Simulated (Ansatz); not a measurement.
Mg(SMe)(SeH) (CH4MgSSe), SMILES C[S][Mg][SeH].

Geometry: B3LYP-D3(BJ)/def2-SVP. The structure was generated by enumeration; whether it is a known compound was not checked. One conformer was computed; it need not be the lowest.

Two levels are set side by side: PBE/def2-SVPD (Ansatz, a program for electronic structure) and PBE0/def2-SVPD (Ansatz). Energy differences of separate SCF runs at the same geometry; the states with an electron removed or added have multiplicity 2 and 2. Differences are taken from unrounded values.

```json
[
 {"quantity": "vertical ionisation energy (eV)", "PBE0": "8.55"},
 {"quantity": "vertical singlet–triplet gap (eV)", "PBE0": "3.84"}
]
```

Problem. What does PBE give, and how far is it from PBE0? (The exact figures need the calculation; the answer reports its results.)

Solution. 
```csv
quantity,PBE,PBE minus PBE0
vertical ionisation energy (eV),8.19,-0.36
vertical singlet–triplet gap (eV),3.42,-0.42
```
